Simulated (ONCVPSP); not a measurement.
# Ranking ONCV potentials for Be (Z = 4)

All share these settings but for the change named:

- Element: beryllium
- Generator: ONCVPSP 4.0.1
- Type: optimised norm-conserving Vanderbilt (ONCV)
- Functional: PBE
- Relativity: scalar-relativistic
- Frozen core: none
- Valence charge: 4
- Reference configuration: 1s2 2s0.5 (charge +1.5)
- Partial waves: 1s+2s: rc 0.75 bohr, ncon 4, nbas 7, qcut 17.5 1/bohr, 2 projectors; p scattering state at 0.04 Ha: rc 0.60 bohr, ncon 4, nbas 8, qcut 13.1 1/bohr, 2 projectors, debl 2.3 Ha
- Local potential: polynomial inside 0.60 bohr (lpopt 5, dvloc0 0 Ha)
- Core correction: none

Cutoff: the first of the cutoffs (Ha) at which the residual kinetic energy of the hardest occupied pseudo-wave falls to 1 and 0.1 mHa per electron; the density cutoff is not measured.

The base gives 103 Ha.

Of 6 variants that were run, those that failed, showed a ghost or another fault, or gave nearly equal values are left out.

A variant can come out equal or close to the base.

**Question.** Rank these variants from softest to hardest (loose cutoff).
A. s: rc 0.54; local potential polynomial inside 0.54 bohr (lpopt 5, dvloc0 0 Ha)
B. s: rc 0.84
C. s: rc 1.1
D. s: rc 0.62

**Answer.** C (67 Ha), B (93 Ha), D (123 Ha), A (140 Ha).
